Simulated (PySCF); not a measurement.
Al(F)2(NH2) (AlF₂H₂N), SMILES [NH2][Al]([F])[F]. Atoms are numbered in the order given.

```xyz
6

Al     0.0000     0.0000    -0.0408
F      0.0000     1.4210    -0.8885
F      0.0000    -1.4210    -0.8885
N      0.0000     0.0000     1.7079
H      0.0000    -0.8331     2.2838
H      0.0000     0.8331     2.2838
```
Charge 0, spin multiplicity 1.

Geometry optimised at PBE0-D3(BJ)/def2-SVP. The values are those of a single conformer.

All values below come from PBE0/pcJ-1 (PySCF).

Isotropic couplings with Fermi-contact, spin-dipole and both spin-orbit terms, one fixed conformer, no vibrational averaging. Isotopes: 14N, 19F, 1H.

Computed spin–spin coupling constants:
| pair | bonds apart | J (Hz) |
|---|---|---|
| N4–H5 | 1 | 55.6 |
| N4–H6 | 1 | 55.6 |
| F2–F3 | 2 | -111.5 |
| F2–N4 | 2 | 2.3 |
| F3–N4 | 2 | 2.3 |
| H5–H6 | 2 | -8.7 |
| F2–H5 | 3 | 8.5 |
| F2–H6 | 3 | -4.0 |
| F3–H5 | 3 | -4.0 |
| F3–H6 | 3 | 8.5 |
